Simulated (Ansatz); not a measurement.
B7P7H20, a nanocrystal cut from zinc blende BP (hydrogen-capped). The state is a singlet with charge 0. Geometry PBE-D4/def2-SVP; atoms count from 1.

```xyz
34

B     1.923    1.353    1.900
B    -0.437   -2.586   -1.432
B     1.601   -0.036   -1.018
B    -0.115   -1.146    1.509
B    -1.305    1.833    2.019
B    -1.612    0.441   -0.900
B     0.418    2.948   -0.521
P    -0.395   -2.787    0.516
P     1.578   -0.316    0.933
P     0.426    2.520    1.396
P     1.254   -1.720   -1.913
P    -1.833   -1.262   -1.799
P     0.129    1.219   -1.398
P    -1.530    0.146    1.047
H     2.988    1.791    1.480
H     1.890    1.082    3.095
H    -0.615   -3.640   -2.017
H     2.673    0.421   -1.384
H    -0.105   -1.377    2.707
H    -1.266    1.551    3.211
H    -2.224    2.566    1.673
H    -2.528    1.193   -1.192
H     1.515    3.352   -0.890
H    -0.538    3.656   -0.814
H     0.571   -3.797    0.823
H    -1.590   -3.475    0.902
H     2.606   -1.279    1.208
H     0.635    3.757    2.080
H     2.298   -2.681   -1.721
H     1.290   -1.611   -3.340
H    -1.938   -1.131   -3.221
H    -3.094   -1.880   -1.523
H     0.100    1.376   -2.823
H    -2.770   -0.480    1.406
```

Single mean-field runs in def2-TZVP are fitted with def2-universal-jkfit.

Question: Estimate the Mulliken populations of the heavy atoms from the PBE0/def2-TZVP orbitals of Ansatz.

Answer: 
| atom | charge (e) |
| --- | --- |
| B1 | -0.25 |
| B2 | -0.02 |
| B3 | 0.00 |
| B4 | 0.00 |
| B5 | -0.25 |
| B6 | 0.00 |
| B7 | -0.25 |
| P8 | -0.06 |
| P9 | -0.09 |
| P10 | 0.05 |
| P11 | -0.06 |
| P12 | -0.06 |
| P13 | -0.09 |
| P14 | -0.09 |
Mulliken values depend strongly on the basis.

Question: And the Mayer bond orders between heavy atoms (over 0.3)?

Answer: B1–P9 0.86 (1.96 Å); B1–P10 0.90 (1.96 Å); B2–P8 0.87 (1.96 Å); B2–P11 0.87 (1.96 Å); B2–P12 0.87 (1.96 Å); B3–P9 0.85 (1.97 Å); B3–P11 0.85 (1.94 Å); B3–P13 0.85 (1.97 Å); B4–P8 0.85 (1.94 Å); B4–P9 0.85 (1.97 Å); B4–P14 0.85 (1.97 Å); B5–P10 0.90 (1.96 Å); B5–P14 0.86 (1.96 Å); B6–P12 0.85 (1.94 Å); B6–P13 0.85 (1.97 Å); B6–P14 0.85 (1.97 Å); B7–P10 0.90 (1.96 Å); B7–P13 0.86 (1.96 Å).
